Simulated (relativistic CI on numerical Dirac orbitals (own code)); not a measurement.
**What each ingredient does to the levels of Ni XX**

Base calculation: Dirac-Coulomb-Breit CI, KLI orbitals optimised for each configuration, a model potential for QED, unscaled Slater integrals.

Configuration list (outside the closed core 1s2): 2s2.2p5, 2s.2p6, 2p6.3s, 2p6.3p, 2s2.2p4.3s, 2p6.3d, 2s2.2p4.3p, 2s2.2p4.3d, 2s.2p5.3s, 2s.2p5.3p, 2s.2p5.3d, 2s2.2p4.4s, 2s2.2p4.4p, 2s2.2p4.4d, 2s2.2p4.4f, 2s.2p5.4s. Levels of other configurations are missing.

Variants: (1) P86 correlation estimate; (2) QED terms removed; (3) one mean potential for all configurations. Shifts of the energy above 2s2.2p5 2P°_3/2, in eV, for the lowest level and the first level of each name with at least 55 % of one term (blank where a level changes its place among those of its configuration and J or its character, or is not in the variant):

```
             Level     Base   Δ(1)   Δ(2)   Δ(3)
   2s2.2p5 2P°_3/2     0.00   0.00   0.00   0.00
   2s2.2p5 2P°_1/2    17.83   0.00  -0.04   0.00
     2s.2p6 2S_1/2   150.58  +0.32  +0.52  +0.15
 2s2.2p4.3s 4P_5/2   930.72  +1.41  -0.14  +1.42
 2s2.2p4.3s 2P_3/2   934.60  +1.41  -0.14  +1.49
 2s2.2p4.3s 4P_1/2   943.00  +1.42  -0.15  +1.36
 2s2.2p4.3s 4P_3/2   947.44  +1.41  -0.18  +1.55
 2s2.2p4.3s 2P_1/2   950.74  +1.41  -0.17  +1.61
 2s2.2p4.3s 2D_5/2   958.56  +1.41  -0.18  +1.38
 2s2.2p4.3s 2D_3/2   959.25  +1.41  -0.18  +1.41
2s2.2p4.3p 4P°_3/2   964.72  +1.57   0.00  +1.24
2s2.2p4.3p 4P°_5/2   965.54  +1.57   0.00  +1.27
2s2.2p4.3p 2D°_5/2   970.42  +1.57  -0.01  +1.32
2s2.2p4.3p 4D°_7/2   970.55  +1.56  -0.01  +1.30
2s2.2p4.3p 4D°_1/2   978.30  +1.57  -0.01  +1.24
2s2.2p4.3p 4P°_1/2   980.38  +1.57  -0.04  +1.34
 2s2.2p4.3s 2S_1/2   982.32  +1.42  -0.19  +1.31
2s2.2p4.3p 4D°_5/2   985.96  +1.57  -0.05  +1.40
2s2.2p4.3p 2F°_5/2   992.82  +1.56  -0.04  +1.25
2s2.2p4.3p 2F°_7/2   996.69  +1.56  -0.05  +1.25
 2s2.2p4.3d 4D_5/2  1012.37  +1.31   0.00  +1.36
 2s2.2p4.3d 4D_7/2  1012.56  +1.31  -0.01  +1.37
```

At this charge energies of transitions that change n are usually good to better than 1 %, and those within a shell (Δn = 0) to a few per cent.

Ionisation energy from the two ground configurations alone: base 1643 eV; P86 correlation estimate 1644.67 eV. The NIST ASD value (semi-empirical) is 1646 eV.

LS names give the leading component of a level, which can be under half, so a name can repeat, a term be missing and a line seem to break the LS rules.
